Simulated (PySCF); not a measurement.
Isomers of CH2N2Si. Isolated molecules, 0 K electronic values unless said otherwise. Strings in code marks are SMILES.

The LUMO from two functionals at the same geometries (CAM-B3LYP-D3(BJ)/def2-TZVP), both in PySCF: PBE-D3(BJ)/def2-TZVP and TPSSh-D3(BJ)/def2-TZVP. 

| species | PBE-D3(BJ)/def2-TZVP (eV) | TPSSh-D3(BJ)/def2-TZVP (eV) |
|---|---|---|
| `N#CN=[SiH2]` | -3.82 | -3.38 |
| `[H]/N=[si]1/cn1` | -2.88 | -2.22 |
| `[H]/N=[SiH]/C#N` | -3.53 | -3.07 |

Over these rows, drawn at random from the members with no instability flagged (it was tested for open shells, ions and some series alone), PBE minus TPSSh-D3(BJ): mean -0.52 eV, from -0.65 eV to -0.44 eV.
